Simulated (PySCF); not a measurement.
A side-by-side comparison of computed properties.

First species: CH5ClOSi.
SMILES: `O[SiH2]CCl`

Second species: C₅H₅Cl.
Geometry (GFN2-xTB, Å), atoms numbered from 1 in this order:
```xyz
11
C5H5Cl angstrom
C      2.5560   -0.1137    0.0513
C      1.4726   -0.0941    0.8191
C      0.1595   -0.0171    0.3126
C     -0.9528    0.0456   -0.1457
C     -2.3056    0.1242   -0.6225
Cl    -3.4664    0.1295    0.7633
H      2.4865   -0.0704   -1.0228
H      3.5437   -0.1747    0.4745
H      1.5459   -0.1366    1.8989
H     -2.5590   -0.7396   -1.2396
H     -2.4750    1.0496   -1.1754
```

Levels: PBE0/def2-SVPD for dipole moment, HOMO energy, LUMO energy, HOMO–LUMO gap, static isotropic polarisability and electronic spatial extent ⟨r²⟩ about the centre of nuclear charge; TDDFT PBE0/def2-SVPD for lowest singlet excitation; TDA PBE0/def2-SVPD for lowest triplet excitation (Tamm–Dancoff); GFN2-xTB for rotational constant A and rotational constant C. Geometries: GFN2-xTB. Each structure is a single optimised conformer of the isolated species, non-relativistic unless stated. Electronic properties by PySCF.

Dipoles, sizes and rotational constants follow the conformer. The torsions of the flexible species, by atom-mapped SMILES:
- `[OH:1][SiH2:2][CH2:3][Cl:4]`: O1–Si2–C3–Cl4 -56°, H–O1–Si2–C3 45°

(1) Which has the higher ⟨r²⟩?

(2) Which of the two has the higher S1 energy, and by how much?

(3) Which of the two has the higher HOMO–LUMO gap, and by how much?

(4) Which has the higher T1 energy?

(5) Which has the higher dipole moment?

(6) Which of the two has the higher static isotropic polarisability, and by how much?

(7) Which has the higher HOMO energy?

(8) Which of the two has the higher LUMO energy, and by how much?

Results:

(1) The second: 1167 bohr² against 575 bohr², a difference of 592 bohr².

(2) The first: 6.56 eV against 5.19 eV, a difference of 1.37 eV.

(3) The first: 8.00 eV against 6.13 eV, a difference of 1.87 eV.

(4) The first: 5.90 eV against 3.40 eV, a difference of 2.50 eV.

(5) The second: 2.08 D against 0.97 D, a difference of 1.11 D.

(6) The second: 79.9 au against 56.5 au, a difference of 23.4 au.

(7) The second: -7.18 eV against -8.17 eV, a difference of 0.99 eV.

(8) The first: -0.17 eV against -1.05 eV, a difference of 0.88 eV.

On the first: The vertical singlet–triplet gap S1 − T1 is 0.66 eV (TDDFT singlet less Tamm–Dancoff triplet; S1: HOMO→LUMO, weight 0.93; T1: HOMO→LUMO, weight 0.82). The dipole matches unit charges of opposite sign 0.20 Å apart (1 e·Å = 4.8032 D).

On the second: S1 lies 0.94 eV below the HOMO–LUMO gap; its leading configuration is HOMO→LUMO+1, weight 0.87. No computed singlet falls in the visible range (750 to 380 nm, 1.65 to 3.26 eV); S1 lies 1.93 eV above its blue end.
